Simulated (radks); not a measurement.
The numbers below are computed, except where a source is named.
Problem. These are the eigenvalues of the occupied orbitals of an atom or ion with whole-number occupations (eV). Code: a radial shooting solver on a logarithmic mesh with Libxc functionals. Model: Dirac Kohn-Sham, PBE, spin-unpolarised, spherical densities, point nucleus.

| orbital | eigenvalue |
|---|---|
| 1s1/2 | -31614.78 |
| 2s1/2 | -4853.036 |
| 2p1/2 | -4547.260 |
| 2p3/2 | -4272.762 |
| 3s1/2 | -971.9650 |
| 3p1/2 | -846.2777 |
| 3p3/2 | -795.1157 |
| 3d3/2 | -573.4954 |
| 3d5/2 | -562.7978 |
| 4s1/2 | -171.8549 |
| 4p1/2 | -128.6628 |
| 4p3/2 | -118.9474 |
| 4d3/2 | -50.0278 |
| 4d5/2 | -48.5544 |
| 5s1/2 | -21.1490 |
| 5p1/2 | -11.7862 |
| 5p3/2 | -10.8010 |
| 5d3/2 | -1.1201 |
| 5d5/2 | -1.0832 |

Which element is it, and in what charge state? The configuration may be excited. Open shells, if any, are shared by 2j + 1.

Solution. Z = 52, tellurium, charge 0: Te in [Kr] 4d10 5s2 5p2 5d2. The list shows which subshells hold electrons but not how many an open one holds; the 1s level, -1161.8 hartree, gives Z - s = 48.2 by -(Z - s)^2/2, which with screening and relativity narrows Z to a few neighbours, and the depths of the outer levels then fix element, charge and occupations together.
